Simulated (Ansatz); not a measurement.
One molecule, several partners

CH₄ beside different partners, each pair relaxed from a docking trial to one local arrangement, named by its closest contact against the van der Waals radii; a more strongly bound one may exist. Pairs that react, share a proton or have a doubtful reference are left out. Counterpoise interaction energies from the frozen fragments; negative means bound. Gas-phase electronic energies, without zero-point energy, by CCSD(T) at an estimated basis limit (MP2 extrapolated from triple and quadruple zeta, plus CCSD(T) − MP2 in triple zeta); Ansatz 0.2.0, def2-TZVPPD and QZVPPD, frozen cores, on PBE0-D4/def2-TZVP (TZVPD for anions) structures. Extrapolation: Hartree–Fock as exp(−7.88 √X), correlation as X^−2.97.

```csv
partner,"closest contact, atom of CH₄ first (Å)",interaction energy (kcal/mol)
HCN,H···N 2.80,-0.56
HF,C···H 2.25,?
OH⁻,H···O 1.94,-6.14
SiH₄,C···Si 3.87,-0.77
Cl⁻,H···Cl 2.62,-3.06
NH₄⁺,C···H 2.12,-5.71
```

Task: What is the interaction energy with HF? (To be estimated.)

Result: Computed: -1.65 kcal/mol. It counts from the two fragments frozen as in the pair.

The T1 diagnostic stays at or below 0.025.

For scale, one of the runs: CCSD(T)/def2-TZVPPD, 221 basis functions (an equivalent command: `ansatz run in.yaml --threads 2`). Hardware: 2 CPU threads, shared host. Wall time 42 s; peak host memory 3.3 GiB.
